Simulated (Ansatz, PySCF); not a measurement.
Pair of molecules: SiH4 (SMILES [SiH4]) (first 5 atoms) with C2H6 (SMILES CC); geometry from B3LYP-D3(BJ)/def2-TZVP, rigid monomers moved along the line of their centres of mass till Si1···C6 is 3.39 Å.
(charge 0, multiplicity 1):
```xyz
13

Si    -0.0194     0.3052     0.2851
H     -1.4907     0.4006     0.4108
H      0.4357    -1.0132     0.7795
H      0.6167     1.3767     1.0833
H      0.3647     0.4569    -1.1369
C     -0.7313    -0.0624     3.5824
C      0.7488    -0.2221     3.9161
H     -1.0726    -0.8460     2.9031
H     -0.9297     0.8993     3.1050
H     -1.3494    -0.1155     4.4807
H      0.9457    -1.1831     4.3953
H      1.0888     0.5617     4.5957
H      1.3666    -0.1696     3.0178
```

Counterpoise-corrected where a basis set is named; no monomer relaxation.

Frozen-core correlation.

Codes used: Ansatz (an electronic-structure program); PySCF for the dispersion terms. Values without a source in brackets are computed.

PBE/def2-TZVPPD gives 4.3 kJ/mol for the interaction energy.

Problem. Where do these levels fall relative to PBE: PBE-D3(BJ)/def2-TZVPPD, r2SCAN/def2-TZVPPD, B3LYP/def2-TZVPPD, wB97M-V/def2-TZVPPD, MP2/aug-cc-pV(D+d)Z, CCSD(T)/aug-cc-pV(D+d)Z.

Solution. PBE-D3(BJ)/def2-TZVPPD -7.3; r2SCAN/def2-TZVPPD -3.5; B3LYP/def2-TZVPPD 5.3; wB97M-V/def2-TZVPPD -6.9; MP2/aug-cc-pV(D+d)Z -3.6; CCSD(T)/aug-cc-pV(D+d)Z -3.6 kJ/mol. 1 of 6 lie above PBE; the widest gap is to PBE-D3(BJ)/def2-TZVPPD.
